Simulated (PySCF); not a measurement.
# Ti⁻ (titanium, charge -1) across methods

[Ar] 3d3 4s2, high-spin 4F determinant. Computed with PySCF 2.14 in x2c-TZVPPall with one added diffuse shell each of s, p, d, f type (7s6p5d3f1g, 80 functions), with the spin-free X2C one-electron Hamiltonian (Gaussian nucleus).

```csv
method,E (hartree),mean ε 4s α (eV),mean ε 4s β (eV),mean ε 3d α (eV),Σ⟨r²⟩ (bohr²),⟨S²⟩
PBE,-853.504,0.296,0.931,1.904,88.30,3.775
TPSS,-853.751,0.265,0.995,1.872,87.24,3.785
PBE0,-853.522,-0.073,0.606,0.924,86.65,3.788
LDA,-851.640,0.171,0.831,1.873,87.58,3.780
wB97X,-853.711,-1.186,-0.927,-1.018,85.48,3.753
MN15,-853.958,-1.721,2.671,-1.432,135.4,4.378
UHF,-852.70342,-1.561,0.195,-3.299,109.7,4.065
B97-3,-853.614,0.007,0.556,0.900,89.25,3.772
r2SCAN,-853.690,0.050,0.901,1.612,90.98,3.899
```

The highest occupied level is positive at PBE, TPSS, PBE0, LDA, MN15, UHF, B97-3, r2SCAN: only the finite basis holds that electron, at UHF too, so the state is unbound at these levels.
